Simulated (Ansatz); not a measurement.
The cluster Al3Ga2⁺. The state is a singlet with charge 1. Geometry r2SCAN-D4/def2-SVP.

```tsv
atom	x (Å)	y (Å)	z (Å)
Al1	-1.988	1.074	0.155
Al2	2.259	0.558	-0.624
Al3	0.876	-1.392	0.182
Ga4	-0.059	0.633	-1.354
Ga5	-1.089	-0.873	1.641
```

At HF/def2-TZVP the restricted singlet is unstable: a solution with broken spin symmetry lies lower. The restricted singlet is unstable towards broken spin symmetry in Hartree–Fock (as tested in another run); at revPBE-D4/def2-TZVP, r2SCAN-D4/def2-TZVP, PBE0-D4/def2-SVP, PBE0-D4/def2-TZVP this wasn't settled. The structure comes from a short search, and lower isomers may exist.

Estimate the orbital energies around the gap (eV) in Ansatz with HF/def2-TZVP, revPBE-D4/def2-TZVP, r2SCAN-D4/def2-TZVP, PBE0-D4/def2-SVP, PBE0-D4/def2-TZVP.


| orbital | HF/def2-TZVP | revPBE-D4/def2-TZVP | r2SCAN-D4/def2-TZVP | PBE0-D4/def2-SVP | PBE0-D4/def2-TZVP |
| --- | --- | --- | --- | --- | --- |
| HOMO−5 | -17.93 | -14.01 | -14.43 | -15.42 | -15.29 |
| HOMO−4 | -16.68 | -13.02 | -13.38 | -14.33 | -14.23 |
| HOMO−3 | -13.21 | -11.01 | -11.24 | -11.90 | -11.82 |
| HOMO−2 | -12.18 | -10.46 | -10.65 | -11.23 | -11.16 |
| HOMO−1 | -10.88 | -9.04 | -9.26 | -9.82 | -9.72 |
| HOMO | -10.35 | -8.84 | -9.05 | -9.53 | -9.45 |
| LUMO | -5.15 | -8.35 | -8.42 | -7.90 | -7.81 |
| LUMO+1 | -4.74 | -7.87 | -7.92 | -7.42 | -7.32 |
| LUMO+2 | -3.97 | -7.05 | -7.07 | -6.61 | -6.51 |
| LUMO+3 | -3.51 | -6.75 | -6.76 | -6.26 | -6.17 |
| LUMO+4 | -3.26 | -6.49 | -6.47 | -6.00 | -5.91 |
| LUMO+5 | -2.59 | -6.03 | -5.95 | -5.44 | -5.35 |
